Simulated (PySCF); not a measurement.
GeHBr, SMILES [GeH][Br] (connectivity only; charge and spin as stated), neutral, multiplicity 1.

Coordinates come from a PBE0-D3(BJ)/def2-TZVP optimisation.

Method: CAM-B3LYP/def2-TZVPD (PySCF).

Computed frontier levels, gap, dipole moment and polarisability:
```
Quantity                                                                                                        Value
---------------------------------------------------------------------------------------------  ----------------------
highest occupied level                                                                                       -8.39 eV
lowest empty level                                                                                           -2.16 eV
orbital gap                                                                                                   6.24 eV
dipole moment                                                                                                  1.87 D
quadrupole, principal values (traceless, Buckingham form, about the centre of nuclear charge)   -3.89, 0.82, 3.08 D·Å
mean static polarisability                                                                       57.4 bohr³ (8.51 Å³)
polarisability, principal values                                                               43.9, 52.8, 75.6 bohr³
```
